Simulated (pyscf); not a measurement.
# F–Ge•(F)–F, doublet

Gas-phase minimum from PySCF at ωB97X-D3(BJ)/def2-SVP, one conformer. 

```xyz
4

F      0.0008     0.2752     0.8421
Ge    -1.3995    -0.6457     0.4160
F     -0.8559    -1.9151    -0.6246
F     -2.3902     0.3880    -0.5530
```
Charge 0, spin multiplicity 2.

Bond lengths (Å): F1–Ge2 1.729, Ge2–F3 1.729, Ge2–F4 1.729. Angles (°): F1–Ge2–F3 106.5, F1–Ge2–F4 106.5, F3–Ge2–F4 106.4.

Properties at ωB97X-D3(BJ)/def2-SVP:

```json
{
  "harmonic_wavenumbers_unscaled": "211, 212, 268, 707, 745, 745 cm⁻¹",
  "zero_point_energy": "4.1 kcal/mol",
  "rotational_symmetry_number": "3",
  "Entropy of this conformer at 298 K and 1 atm, rigid rotor and harmonic oscillator, modes under 100 cm⁻¹ raised to 100": "299.5 J/(mol K)",
  "dipole_moment": "2.18 D",
  "Spin expectation value S2": "0.753"
}
```

Single-point totals, which compare only within one level (frozen core for MP2 and CC):

```json
[
 {"level": "ωB97X-D3(BJ)/def2-TZVP", "total energy (hartree)": "-2376.70280"},
 {"level": "PBE/def2-TZVP", "total energy (hartree)": "-2376.15538"},
 {"level": "r²SCAN/def2-TZVP", "total energy (hartree)": "-2376.62046"},
 {"level": "B3LYP-D3(BJ)/def2-TZVP", "total energy (hartree)": "-2376.79307"},
 {"level": "PBE0-D3(BJ)/def2-TZVP", "total energy (hartree)": "-2376.20005"},
 {"level": "M06-2X/def2-TZVP", "total energy (hartree)": "-2376.66140"},
 {"level": "ωB97M-D3(BJ)/def2-TZVP", "total energy (hartree)": "-2376.81398"},
 {"level": "UHF/def2-TZVPP", "total energy (hartree)": "-2373.90772"},
 {"level": "MP2/def2-TZVPP", "total energy (hartree)": "-2374.88153"},
 {"level": "CCSD/def2-TZVPP", "total energy (hartree)": "-2374.87367"},
 {"level": "CCSD(T)/def2-TZVPP", "total energy (hartree)": "-2374.90408"}
]
```

The CCSD(T) − MP2 part came from Ansatz, without density fitting, on the same reference. The frozen core leaves the outer d or s,p core shells of the metals and heavy elements correlated in the MP2 and CC values, and def2-TZVPP describes them poorly, so these totals are far from the basis limit. Elements up to Kr have no core potential and no relativistic terms here.
